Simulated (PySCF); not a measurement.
Compound: C4H7BTe.
Numbering: `[BH2:1][C@H:2]1[CH:3]=[CH:4][Te:5][CH2:6]1` (hydrogens: H7, H8 on B1; H9 on C2; H10 on C3; H11 on C4; H12, H13 on C6)

A GFN2-xTB structure was refined with PySCF 2.14.0, PBE0-D3(BJ)/def2-SVP geometry optimisation, gas phase, def2 core potentials past Kr. Its GFN2-xTB values:

```tsv
coordinate	GFN2-xTB
B1–C2	1.550 Å
B1–H7	1.174 Å
C2–C3	1.482 Å
C2–C6	1.537 Å
C2–H9	1.070 Å
C3=C4	1.360 Å
C3–H10	1.071 Å
C4–Te5	2.120 Å
C4–H11	1.039 Å
Te5–C6	2.161 Å
C6–H12	1.086 Å
C6–H13	1.082 Å
B1–C2–C3	115.2°
B1–C2–C6	97.7°
C2–C3–C4	122.2°
C2–C6–Te5	108.9°
C3–C2–C6	111.9°
C3–C4–Te5	112.0°
C4–Te5–C6	82.0°
B1–C2–C6–Te5	-103°
C3–C4–Te5–C6	8°
C4–Te5–C6–C2	-14°
```

**Question.** How do these coordinates change at the PBE0-D3(BJ)/def2-SVP level?

**Answer.** 
| coordinate | PBE0-D3(BJ)/def2-SVP (Å or °) | change |
| --- | --- | --- |
| C4–H11 | 1.092 | +0.053 |
| C6–H12 | 1.130 | +0.044 |
| B1–H7 | 1.209 | +0.035 |
| C2–H9 | 1.099 | +0.029 |
| C3–H10 | 1.096 | +0.025 |
| C3=C4 | 1.335 | -0.025 |
| C2–C6 | 1.553 | +0.016 |
| C4–Te5 | 2.106 | -0.014 |
| C6–H13 | 1.096 | +0.014 |
| B1–C2 | 1.560 | +0.010 |
| C2–C3 | 1.491 | +0.009 |
| Te5–C6 | 2.170 | +0.009 |
| B1–C2–C6 | 80.2 | -17.5 |
| B1–C2–C3 | 120.2 | +5.0 |
| C3–C4–Te5 | 114.3 | +2.3 |
| C3–C2–C6 | 112.9 | +1.0 |
| C2–C3–C4 | 121.4 | -0.8 |
| C2–C6–Te5 | 108.8 | -0.1 |
| C4–Te5–C6 | 82.1 | +0.1 |
| B1–C2–C6–Te5 | -126 | -23 |
| C4–Te5–C6–C2 | 6 | +20 |
| C3–C4–Te5–C6 | -4 | -12 |

The energy falls by 6.5 kcal/mol over 13 energy and gradient evaluations, the largest force component goes from 0.0573 to 4.0e-04 Eh/bohr, and the atoms move by 0.302 Å rms after alignment. The bond that changes most is C4–H11 (alkene CH carbon to vinylic hydrogen), which lengthens by 0.053 Å. Bonds longer at the end by more than 0.005 Å: 11 of 13; shorter: 2. Among the dihedrals that turn most is C3–C2–C6–H12, from 138° to 108°. Rotational constants go from 4303, 1501, 1248 to 4366, 1513, 1213 MHz.

The run used 131 basis functions and 101 SCF cycles in all. On one thread, Arm Neoverse N1 (aarch64), no GPU, on a shared host, this took 2.7 min of wall time and 0.58 GiB of memory at its peak.

No frequency check. One conformer, not necessarily the lowest.
